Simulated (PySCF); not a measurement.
Br2Ni, charge -1, multiplicity 2. Atoms are numbered in the order given.

```xyz
3

Ni     0.0000     0.0000     0.0000
Br     0.0000     0.0000     2.2979
Br     0.0000     0.0000    -2.2979
```
Charge -1, spin multiplicity 2.

Coordinates come from a B3LYP-D3(BJ)/def2-SVPD optimisation. The multiplicity is an assumed one; other spin states were not compared.

These are PySCF with PBE/def2-TZVPD values and carry that method's errors.

Mulliken values depend strongly on the basis, most of all with diffuse functions as here. ESP charges are fitted to the potential on shells at 1.4 to 2.0 van der Waals radii. Atomic charges (e):

| atom | ESP fit | Mulliken | meta-Löwdin | Mulliken spin |
|---|---|---|---|---|
| Ni1 | (withheld) | -0.24 | 0.36 | 0.91 |
| Br2 | (withheld) | -0.38 | -0.68 | 0.05 |
| Br3 | (withheld) | -0.38 | -0.68 | 0.05 |

Question: Complete the blanks. (The exact figures need the calculation; the answer reports its results.)

Answer: 
- Ni1, ESP fit: 0.10
- Br2, ESP fit: -0.55
- Br3, ESP fit: -0.55
